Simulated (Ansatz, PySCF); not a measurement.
C₇H₇, SMILES [CH2]c1ccccc1, multiplicity 2. Atoms are numbered in the order given.

```xyz
14

C      0.0000     0.0000     2.4029
C      0.0000     0.0000     0.9923
C      0.0000    -1.2186     0.2512
C      0.0000    -1.2124    -1.1361
C      0.0000     0.0000    -1.8414
C      0.0000     1.2124    -1.1361
C      0.0000     1.2186     0.2512
H      0.0000    -0.9380     2.9640
H      0.0000     0.9380     2.9640
H      0.0000    -2.1672     0.7964
H      0.0000    -2.1599    -1.6828
H      0.0000     0.0000    -2.9348
H      0.0000     2.1599    -1.6828
H      0.0000     2.1672     0.7964
```
Charge 0, spin multiplicity 2.

Geometry optimised at ωB97X-D3(BJ)/def2-SVP.

Two levels are set side by side: PBE-D3(BJ)/def2-SVP (Ansatz, a quantum-chemistry and plane-wave program) and ωB97X-D3(BJ)/def2-SVP (PySCF). Each level has its own optimised geometry; the coordinates shown are those of the second. Frequencies come from the Hessian of PySCF at each geometry. Differences are taken from unrounded values.

| quantity | ωB97X-D3(BJ) |
|---|---|
| mean bond length (Å) | 1.250 |
| bond C1–C2 (Å) | 1.411 |
| bond C2–C3 (Å) | 1.426 |
| bond C2–C7 (Å) | 1.426 |
| bond C3–C4 (Å) | 1.387 |
| bond C4–C5 (Å) | 1.403 |
| bond C5–C6 (Å) | 1.403 |
| bond C6–C7 (Å) | 1.387 |
| bond C1–H8 (Å) | 1.093 |
| bond C1–H9 (Å) | 1.093 |
| bond C3–H10 (Å) | 1.094 |
| bond C4–H11 (Å) | 1.094 |
| bond C5–H12 (Å) | 1.093 |
| bond C6–H13 (Å) | 1.094 |
| bond C7–H14 (Å) | 1.094 |
| highest harmonic wavenumber (cm⁻¹) | 3291 |
| mean harmonic wavenumber (cm⁻¹) | 1411 |
| zero-point energy (kcal/mol) | 72.61 |

**Question.** What does PBE-D3(BJ) give, and how far is it from ωB97X-D3(BJ)? (Estimate from the structure and the level; the computed values follow.)

**Answer.** 
```json
[
 {"quantity": "mean bond length (Å)", "PBE-D3(BJ)": "1.257", "PBE-D3(BJ) minus ωB97X-D3(BJ)": "0.007"},
 {"quantity": "bond C1–C2 (Å)", "PBE-D3(BJ)": "1.411", "PBE-D3(BJ) minus ωB97X-D3(BJ)": "0.001"},
 {"quantity": "bond C2–C3 (Å)", "PBE-D3(BJ)": "1.435", "PBE-D3(BJ) minus ωB97X-D3(BJ)": "0.009"},
 {"quantity": "bond C2–C7 (Å)", "PBE-D3(BJ)": "1.435", "PBE-D3(BJ) minus ωB97X-D3(BJ)": "0.009"},
 {"quantity": "bond C3–C4 (Å)", "PBE-D3(BJ)": "1.393", "PBE-D3(BJ) minus ωB97X-D3(BJ)": "0.006"},
 {"quantity": "bond C4–C5 (Å)", "PBE-D3(BJ)": "1.410", "PBE-D3(BJ) minus ωB97X-D3(BJ)": "0.007"},
 {"quantity": "bond C5–C6 (Å)", "PBE-D3(BJ)": "1.410", "PBE-D3(BJ) minus ωB97X-D3(BJ)": "0.007"},
 {"quantity": "bond C6–C7 (Å)", "PBE-D3(BJ)": "1.393", "PBE-D3(BJ) minus ωB97X-D3(BJ)": "0.006"},
 {"quantity": "bond C1–H8 (Å)", "PBE-D3(BJ)": "1.100", "PBE-D3(BJ) minus ωB97X-D3(BJ)": "0.007"},
 {"quantity": "bond C1–H9 (Å)", "PBE-D3(BJ)": "1.100", "PBE-D3(BJ) minus ωB97X-D3(BJ)": "0.007"},
 {"quantity": "bond C3–H10 (Å)", "PBE-D3(BJ)": "1.101", "PBE-D3(BJ) minus ωB97X-D3(BJ)": "0.007"},
 {"quantity": "bond C4–H11 (Å)", "PBE-D3(BJ)": "1.101", "PBE-D3(BJ) minus ωB97X-D3(BJ)": "0.007"},
 {"quantity": "bond C5–H12 (Å)", "PBE-D3(BJ)": "1.100", "PBE-D3(BJ) minus ωB97X-D3(BJ)": "0.007"},
 {"quantity": "bond C6–H13 (Å)", "PBE-D3(BJ)": "1.101", "PBE-D3(BJ) minus ωB97X-D3(BJ)": "0.007"},
 {"quantity": "bond C7–H14 (Å)", "PBE-D3(BJ)": "1.101", "PBE-D3(BJ) minus ωB97X-D3(BJ)": "0.007"},
 {"quantity": "highest harmonic wavenumber (cm⁻¹)", "PBE-D3(BJ)": "3196", "PBE-D3(BJ) minus ωB97X-D3(BJ)": "-95"},
 {"quantity": "mean harmonic wavenumber (cm⁻¹)", "PBE-D3(BJ)": "1364", "PBE-D3(BJ) minus ωB97X-D3(BJ)": "-46"},
 {"quantity": "zero-point energy (kcal/mol)", "PBE-D3(BJ)": "70.22", "PBE-D3(BJ) minus ωB97X-D3(BJ)": "-2.39"}
]
```

GGA bonds tend to be longer and softer than those of functionals with exact exchange. Differences between two approximate levels are no errors against the true value.
